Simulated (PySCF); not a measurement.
# Reading the logs of faulty runs: BFH5NSi

All numbers below are calculated, not measured. The program is PySCF 2.14.0, an open-source quantum chemistry code, run on an isolated molecule that a program drew, which may never have been made. The molecule is BFH5NSi (charge 0, singlet), drawn as the SMILES string `BN[SiH2]F`.

Each row is a Hartree-Fock (HF) and frozen-core CCSD(T) single point in the cc-pV(D+d)Z basis, meant for a local HF minimum. Run 1 is clean. Each other run has one planted mistake out of seven kinds, and not every kind appears here: one electron removed, one electron added, multiplicity raised by two, geometry at a saddle point, minimal basis STO-3G, one bond length entered in bohr, all coordinates scaled. The reference is restricted for singlets and unrestricted otherwise, and also for a bond in bohr. Adding or removing an electron swaps singlet and doublet. Electrons count all cores. HOMO and LUMO are orbital energies over both spins, the gradient is its largest component, and the lowest frequency (negative if imaginary) is given only where the gradient is small. Bond lengths are over the 8 bonds as drawn. T1 is the CCSD diagnostic: over 0.02 (restricted) or 0.045 (unrestricted) a single reference is doubtful.

Geometry of the clean run:
```xyz
9
BFH5NSi, angstrom
B    -1.5180    0.5330    0.8752
N    -1.1010   -0.2411   -0.2283
Si   -2.0153   -1.4434   -1.0590
F    -1.6338   -2.9178   -0.5225
H    -0.7585    1.3160    1.3758
H    -2.6347    0.4037    1.2963
H    -0.1545   -0.1018   -0.5337
H    -1.6654   -1.4334   -2.4866
H    -3.4435   -1.2397   -0.8041
```

```
run,electrons,basis functions,<S^2>,HOMO (eV),LUMO (eV),gradient (hartree/bohr),lowest frequency (cm^-1),mean bond (Å),longest bond (Å),T1,HF (hartree),CCSD(T) (hartree),mistake
1,40,90,0.000,-12.47,3.29,4.5e-06,74,1.3862,1.724,0.0131,-470.54988,-471.14230,no fault
2,41,90,0.760,1.68,9.08,8.4e-02,-,1.3862,1.724,0.0217,-470.45637,-471.06834,one electron added
3,40,29,0.000,-9.77,8.72,3.4e-02,-,1.3862,1.724,0.0173,-464.74632,-464.93475,minimal basis STO-3G
4,39,90,0.757,-18.75,-8.34,8.7e-02,-,1.3862,1.724,0.0185,-470.17769,-470.72324,one electron removed
5,40,90,0.622,-9.65,2.78,2.6e-02,-,1.5197,2.269,0.0570,-470.42671,-471.02170,one bond length entered in bohr
6,40,90,0.000,-12.84,3.71,1.1e-01,-,1.2780,1.589,0.0110,-470.48301,-471.06365,?
```

**Which mistake was planted in run 6, and what did it cost?**

The mean and the longest bond both change by the same factor, 0.922, and the gradient is no longer small. So the mistake is: all coordinates scaled. Subtracting run 1 and multiplying by 627.51 kcal/mol a hartree, the energy moved by 42.0 kcal/mol in HF and 49.4 kcal/mol in CCSD(T).

Cautions from the logs. Run 2: the HOMO is above zero, so the electron isn't bound and the energy depends on the basis; run 5: T1 is over the limit, so its CCSD(T) energy is less reliable.
